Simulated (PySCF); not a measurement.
## How the method moves the HOMO and LUMO of `O=C(O)CC[SiH3]`

Compound: C3H8O2Si.
Geometry (PBE0-D3(BJ)/def2-SVP, Å), atoms numbered from 1 in this order:
```
atom  x, y, z in Å
O1     1.066    0.851   -0.827
C2     1.456   -0.013   -0.081
O3     2.729   -0.413   -0.051
C4     0.578   -0.773    0.872
C5    -0.700   -0.028    1.231
Si6   -1.753    0.615   -0.220
H7     3.199    0.104   -0.724
H8     0.344   -1.727    0.365
H9     1.173   -1.049    1.757
H10   -1.344   -0.693    1.829
H11   -0.468    0.832    1.882
H12   -1.469    2.028   -0.594
H13   -1.626   -0.284   -1.408
H14   -3.185    0.558    0.228
```

Basis pcSseg-1 throughout (PySCF), one geometry. One conformer (not necessarily the lowest) at the PBE0-D3(BJ)/def2-SVP geometry, without solvent, vibrations or thermal averaging.

Problem. How do the orbital energies, the gap and the dipole change with the method?

Solution. 
| method | kind | HOMO (eV) | LUMO (eV) | gap (eV) | μ (D) | SCF cycles |
| --- | --- | --- | --- | --- | --- | --- |
| BLYP | GGA | -6.52 | -0.97 | 5.55 | 2.34 | 15 |
| OPBE | GGA | -6.55 | -0.95 | 5.61 | 2.36 | 15 |
| PBE | GGA | -6.62 | -1.08 | 5.54 | 2.36 | 15 |
| B97-D | GGA | -6.67 | -1.02 | 5.65 | 2.35 | 15 |
| BP86 | GGA | -6.75 | -1.18 | 5.57 | 2.37 | 15 |
| KT3 | GGA | -6.76 | -1.01 | 5.75 | 2.28 | 16 |
| KT2 | GGA | -6.78 | -1.03 | 5.75 | 2.29 | 16 |
| LDA | LDA | -6.80 | -1.34 | 5.46 | 2.37 | 15 |
| B97-2 | global hybrid | -7.96 | -0.04 | 7.92 | 2.35 | 14 |
| B3LYP | global hybrid | -7.98 | -0.24 | 7.75 | 2.34 | 15 |
| PBE0 | global hybrid | -8.23 | 0.05 | 8.27 | 2.36 | 14 |
| mPW1PW91 | global hybrid | -8.28 | 0.01 | 8.29 | 2.35 | 14 |
| CAM-B3LYP | range-separated hybrid | -9.67 | 1.25 | 10.92 | 2.33 | 13 |
| BHandHLYP | global hybrid | -9.74 | 1.24 | 10.99 | 2.35 | 13 |
| wB97X-D | range-separated hybrid | -10.16 | 1.91 | 12.07 | 2.34 | 14 |
| LC-wPBE | range-separated hybrid | -10.99 | 2.51 | 13.51 | 2.34 | 14 |
| HF | Hartree–Fock | -11.95 | 3.79 | 15.74 | 2.47 | 11 |

The HOMO spans 5.43 eV, from BLYP down to HF, and the gap runs from 5.46 eV (LDA) to 15.74 eV (HF). Over the methods BLYP (0 %), OPBE (0 %), PBE (0 %), B97-D (0 %), BP86 (0 %), KT3 (0 %), KT2 (0 %), LDA (0 %), B97-2 (21 %), B3LYP (20 %), PBE0 (25 %), mPW1PW91 (25 %), BHandHLYP (50 %), HF (100 %), a straight line through the gap against the share of exact exchange rises by 1.03 eV for each 10 % (correlation coefficient 0.999). The dipole ranges from 2.28 D (KT3) to 2.47 D (HF). This basis has no diffuse functions.
